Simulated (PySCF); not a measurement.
Species: C₃H₉NOSi.
Z-matrix (Å and degrees, PBE0-D3(BJ)/def2-SVP geometry), rows numbered from 1:
```
C 
N   1  1.2607
Si  2  1.7525  1  125.85
O   3  1.6545  2  108.60  1   124.04
C   4  1.4117  3  124.34  2    57.98
C   5  1.5100  4  109.32  3  -170.52
H   1  1.1071  2  120.70  3  -178.89
H   1  1.1128  2  124.57  3     1.07
H   3  1.4933  2  106.30  1  -115.95
H   3  1.4936  2  113.07  1     6.62
H   5  1.1053  4  110.14  3   -49.04
H   5  1.1071  4  109.82  3    68.46
H   6  1.1002  5  110.50  4   -58.59
H   6  1.1002  5  110.46  4    60.90
H   6  1.1005  5  110.69  4  -178.88
```

Method: core-valence-separated Tamm–Dancoff BHandHLYP/aug-pcX-1 (pcseg-1 on H, def2-SVPD on Si) in PySCF, non-relativistic, gas phase, PBE0-D3(BJ)/def2-SVP geometry. The energies are unshifted.

Problem. List the oxygen K-edge absorption lines.

Solution. 
```
E (eV)       f  core hole on  main final orbital
532.54  0.0073            O4         LUMO (61 %)
533.48  0.0081            O4       LUMO+4 (32 %)
533.86  0.0140            O4       LUMO+2 (34 %)
533.90  0.0037            O4       LUMO+6 (32 %)
534.33  0.0097            O4       LUMO+3 (49 %)
534.54  0.0033            O4              spread
```

The first line with a tenth or more of the strongest one's intensity is at 532.54 eV (f = 0.007), with the hole on O4 (silyl ether oxygen). The strongest listed is at 533.86 eV (f = 0.014; O4).

Problem. Give energies, oscillator strengths and core holes at the C K edge.

Solution. 
```tsv
E (eV)	f	core hole on	main final orbital	polarisation
282.62	0.0706	C1	LUMO (82 %)	normal to the local trigonal plane
285.35	0.0099	C6	LUMO+2 (84 %)	–
286.06	0.0264	C6	LUMO+3 (31 %)	–
286.13	0.0205	C6	spread	–
286.19	0.0068	C6	LUMO (70 %)	–
286.63	0.0053	C6	LUMO+3 (35 %)	–
286.84	0.0317	C5	spread	–
287.19	0.0019	C6	LUMO+4 (34 %)	–
287.26	0.0111	C1	LUMO+1 (83 %)	in the local trigonal plane
287.39	0.0126	C5	spread	–
287.45	0.0018	C6	LUMO+1 (59 %)	–
287.55	0.0269	C5	LUMO+4 (34 %)	–
287.63	0.0052	C6	spread	–
287.69	0.0054	C6	spread	–
287.85	0.0209	C5	LUMO (43 %)	–
```

The first line with a tenth or more of the strongest one's intensity is at 282.62 eV (f = 0.071), with the hole on C1 (C=N carbon), polarised normal to the local trigonal plane: a 1s→π* resonance. It is also the strongest listed.

Problem. List the nitrogen K-edge absorption lines.

Solution. 
```tsv
E (eV)	f	core hole on	main final orbital
395.45	0.0555	N2	LUMO (84 %)
400.44	0.0089	N2	LUMO+4 (38 %)
400.85	0.0049	N2	spread
401.10	0.0062	N2	LUMO+1 (56 %)
401.49	0.0052	N2	LUMO+3 (45 %)
401.69	0.0019	N2	LUMO+5 (43 %)
401.94	0.0028	N2	spread
```

The first line with a tenth or more of the strongest one's intensity is at 395.45 eV (f = 0.055), with the hole on N2 (C=N nitrogen). It is also the strongest listed.

Roots within 0.03 eV whose holes lie on the same, on equivalent or on shared atoms are summed into one line, and the highest roots are left out, as the search may have cut off their partners. Final orbitals are the ground state's empty Kohn–Sham orbitals. A dash: too weak, shared between unlike atoms, or no plane or axis to refer to.

Problem. What length of transition dipole belongs to the line at 533.86 eV?

Solution. From f = (2/3) ΔE |μ|² in atomic units, with ΔE = 19.619 Eh and f = 0.0140: |μ| = 0.033 au = 0.08 D.

Only the lowest roots of each edge were sought.

Time: 25 s; peak memory 0.90 GiB. Hardware: an Arm Neoverse V2 with one thread, no GPU, shared host with 96 logical CPUs at a one-minute load of 75.

One conformer stands for the species.
